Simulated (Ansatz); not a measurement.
The cluster Cr₂O₂. The state is a triplet with charge 0. Geometry PBE0-D4/def2-SVP; atoms count from 1.

Cartesian coordinates in Å:
```
Cr -0.518 -0.455 0.824
Cr 1.306 0.378 -1.878
O 0.518 -0.589 -0.551
O -1.306 0.665 1.605
```

The charge 0 triplet is spin-contaminated (final ⟨S²⟩ up to 5.08, 2.00 for a pure state). The geometry of the triplet was relaxed on an unsound state (⟨S²⟩ 5.10, where a pure state has 2.00). The structure comes from a short search, and lower isomers may exist.

Problem. Estimate the Mulliken populations from the PBE0/def2-TZVP orbitals of Ansatz.

Solution. 
```csv
atom,charge (e),spin (α − β),d electrons
Cr1,1.04,-3.25,4.32
Cr2,0.63,4.99,4.66
O3,-1.02,0.01,–
O4,-0.64,0.25,–
```
Mulliken values and Mayer orders depend strongly on the basis.

Problem. Where does the spin sit?

Solution. Summed by element: Cr 1.74, O 0.26, of 2 unpaired in all. Largest on single atoms: Cr2 4.99, Cr1 -3.25, O4 0.25.

Problem. And the Mayer bond orders between bonded heavy atoms (over 0.3)?

Solution. Cr1–O3 0.98 (1.73 Å); Cr1–O4 2.02 (1.58 Å); Cr2–O3 0.72 (1.82 Å).
